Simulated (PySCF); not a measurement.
## Electron correlation in N³⁺ (nitrogen, charge +3)

[He] 2s2, closed-shell 1S. Calculation: PySCF 2.14, in dyall-av3z (15s9p3d2f, 71 functions); scalar relativity by spin-free X2C-1e. Frozen: 1s2; 2 electrons correlated; the 14 highest virtual orbitals of each spin left out.

With two correlated electrons CCSD is exact within the correlated space (frozen core and kept virtual orbitals).

| level | correlation energy (mhartree) |
| --- | --- |
| CCSD | -87.65 |

Diagnostics: T1 = 0.0072, D1 = 0.0101, largest double amplitude 0.154.

A double-excitation amplitude exceeds 0.15, a sign of near-degeneracy.

Cost of the coupled-cluster step: about 0.8 core-seconds, for 2 correlated electrons.

Iterations:

```
CC2 = 0
CCSD nocc = 1, nmo = 56
frozen orbitals [0, 57, 58, 59, 60, 61, 62, 63, 64, 65, 66, 67, 68, 69, 70]
max_cycle = 100
direct = 0
conv_tol = 1e-08
conv_tol_normt = 1e-06
diis_space = 8
diis_start_cycle = 0
Init t2, MP2 energy = -51.164411727313  E_corr(MP2) -0.0522929455743468
Init E_corr(CCSD) = -0.0522929455748041
cycle = 1  E_corr(CCSD) = -0.0698577126093536  dE = -0.017564767  norm(t1,t2) = 0.0635794
cycle = 2  E_corr(CCSD) = -0.0785409636553021  dE = -0.00868325105  norm(t1,t2) = 0.0331196
cycle = 3  E_corr(CCSD) = -0.0877814970380548  dE = -0.00924053338  norm(t1,t2) = 0.0171933
cycle = 4  E_corr(CCSD) = -0.0876072634920717  dE = 0.000174233546  norm(t1,t2) = 0.000241652
cycle = 5  E_corr(CCSD) = -0.0876608835792951  dE = -5.36200872e-05  norm(t1,t2) = 7.76915e-05
cycle = 6  E_corr(CCSD) = -0.0876493148861089  dE = 1.15686932e-05  norm(t1,t2) = 2.46e-05
cycle = 7  E_corr(CCSD) = -0.0876473373489952  dE = 1.97753711e-06  norm(t1,t2) = 3.5387e-06
cycle = 8  E_corr(CCSD) = -0.0876473646574998  dE = -2.73085045e-08  norm(t1,t2) = 1.24289e-07
cycle = 9  E_corr(CCSD) = -0.087647375831596  dE = -1.11740962e-08  norm(t1,t2) = 7.21373e-08
cycle = 10  E_corr(CCSD) = -0.0876474043880486  dE = -2.85564526e-08  norm(t1,t2) = 5.10186e-08
cycle = 11  E_corr(CCSD) = -0.0876474032970848  dE = 1.09096382e-09  norm(t1,t2) = 5.9281e-09
CCSD converged
E(CCSD) = -51.19976618503574  E_corr = -0.08764740329708476
```
